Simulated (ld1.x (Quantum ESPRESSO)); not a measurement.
# An odd input for ld1.x (Quantum ESPRESSO) 7.5 (Zn (Z = 30))

Command:

```bash
ld1.x < Zn.in > Zn.out
```

Input:

```
&input
   title='Zn', zed=30., rel=1, dft='BLYP', iswitch=3,
   config='[Ar] 3d10 4s2 4p0 4d-2',
   nld=3, rlderiv=3.55, eminld=-2.0, emaxld=5.0, deld=0.02
 /
 &inputp
   pseudotype=2, tm=.true., lloc=-1,
   nlcc=.false.,
   file_pseudopw='Zn.UPF', file_wfcaegen='ae.wfc', file_wfcncgen='nc.wfc', file_beta='beta', file_chi='chi'
 /
3
4S  1  0   2.00   0.00  1.90  1.90  0.0
4P  2  1   0.00   0.00  3.25  3.25  0.0
4D  3  2  -2.00  -0.10  3.25  3.25  0.0
 &test
   configts(1)='4s2 4p0'
 /
```

This is an input that runs to its end, with one change: rcloc left out although the local part is a smoothed all-electron potential.

**Question.** How does the run end?

**Answer.** The program refuses the input: "ld1_readin: rcloc must be positive".

```
Program LD1 v.7.5

 %%%%%%%%%%%%%%%%%%%%%%%%%%%%%%%%%%%%%%%%%%%%%%%%%%%%%%%%%%%%%%%%%%%%%%%%%%%%%%
     Error in routine ld1_readin (1):
     rcloc must be positive
 %%%%%%%%%%%%%%%%%%%%%%%%%%%%%%%%%%%%%%%%%%%%%%%%%%%%%%%%%%%%%%%%%%%%%%%%%%%%%%

     stopping ...
```
